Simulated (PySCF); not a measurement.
Input of a response calculation (the driver script's job line, then coordinates in Å):

```
{"job": {"kind": "uv", "xc": "B3LYP", "basis": "def2-SVPD", "ip": true}, "charge": 0, "multiplicity": 1}
C      2.337975    -1.021872     0.144314
C      0.961743    -0.670786     0.597144
C      0.146922     0.285700     0.127117
C      0.488455     1.202139    -1.008988
F      0.212302     2.509037    -0.661779
C     -1.226613     0.486211     0.711887
C     -2.312062    -0.286249     0.001682
F     -2.371627     0.010687    -1.304382
F     -3.512000    -0.015061     0.524258
F     -2.124594    -1.606043     0.097916
H      3.037142    -1.014590     0.996422
H      2.360491    -2.045256    -0.266102
H      2.733027    -0.346654    -0.626040
H      0.572182    -1.290206     1.414805
H      1.550851     1.134800    -1.284681
H     -0.120569     0.958325    -1.896378
H     -1.258465     0.172115     1.764666
H     -1.501541     1.550064     0.673022
```

Method: TDDFT B3LYP/def2-SVPD, vertical, gas phase, core orbitals frozen in the response in PySCF. Job line and output are in the format of a driver script around the code.

Problem. Give the output.

Solution. 
```
coarse grid: 15824 points
cycle   1  E = -632.1274795013  dE =  1.257e+00  |g| = 9.580e-01  |ddm| = 9.024e+00
cycle   2  E = -631.9369707686  dE =  1.905e-01  |g| = 1.469e+00  |ddm| = 3.055e+00
cycle   3  E = -632.2908772143  dE = -3.539e-01  |g| = 1.072e-01  |ddm| = 1.604e+00
cycle   4  E = -632.2926249477  dE = -1.748e-03  |g| = 6.313e-02  |ddm| = 2.818e-01
cycle   5  E = -632.2935167582  dE = -8.918e-04  |g| = 1.957e-02  |ddm| = 1.257e-01
cycle   6  E = -632.2936047503  dE = -8.799e-05  |g| = 4.825e-03  |ddm| = 4.387e-02
cycle   7  E = -632.2936104598  dE = -5.710e-06  |g| = 9.852e-04  |ddm| = 1.172e-02
final grid: 156640 points
cycle   8  E = -632.3878077648  dE = -6.574e-05  |g| = 8.278e-03  |ddm| = 2.668e-01
cycle   9  E = -632.3877938254  dE =  1.394e-05  |g| = 1.225e-02  |ddm| = 3.521e-02
cycle  10  E = -632.3878209116  dE = -2.709e-05  |g| = 8.784e-04  |ddm| = 1.639e-02
cycle  11  E = -632.3878210567  dE = -1.451e-07  |g| = 2.393e-04  |ddm| = 1.847e-03
cycle  12  E = -632.3878210670  dE = -1.031e-08  |g| = 7.717e-05  |ddm| = 5.980e-04
cycle  13  E = -632.3878210680  dE = -9.582e-10  |g| = 3.308e-05  |ddm| = 1.556e-04
cycle  14  E = -632.3878210682  dE = -2.399e-10  |g| = 9.719e-06  |ddm| = 7.455e-05
converged SCF energy = -632.3878210682

Static polarisability (au): isotropic 77.873, principal 63.231 74.986 95.402

Singlet excitations
state   eV       nm        f      main configurations
  1   6.6968    185.1   0.20992   H->L 0.60, H->L+1 0.33
  2   6.8403    181.3   0.16489   H->L+1 0.66, H->L 0.31
  3   7.3313    169.1   0.01089   H->L+2 0.96
  4   7.4754    165.9   0.00158   H-1->L 0.97
  5   7.5710    163.8   0.03191   H->L+3 0.92
  6   8.0212    154.6   0.00053   H->L+4 0.86, H-2->L 0.10
  7   8.0439    154.1   0.02223   H-2->L 0.84, H->L+4 0.10
  8   8.3417    148.6   0.03431   H->L+5 0.87, H->L+6 0.10
  9   8.4912    146.0   0.00472   H->L+7 0.76, H->L+6 0.16
 10   8.5508    145.0   0.06457   H->L+6 0.70, H->L+7 0.16, H->L+5 0.09

Triplet excitations (Tamm-Dancoff, eV): 4.2066 6.6918 7.1152 7.2681
Vertical ionisation energy (delta-SCF) = 9.6525 eV
```

Isolated species at its PBE0-D3(BJ)/def2-SVP geometry (one conformer only).

The SCF starts on a coarse grid; the energy jumps when the final grid takes over, and dE counts afresh there. H and L stand for HOMO and LUMO.

The vertical ionisation energy (ΔSCF) is 9.65 eV, 1.10 eV above S10.

The values belong to the conformer `[CH3:1]/[CH:2]=[C:3](\[CH2:4][F:5])[CH2:6][C:7]([F:8])([F:9])[F:10]`: C2–C3–C4–F5 -132°, C2–C3–C6–C7 -92°, C3–C6–C7–F8 -57°.
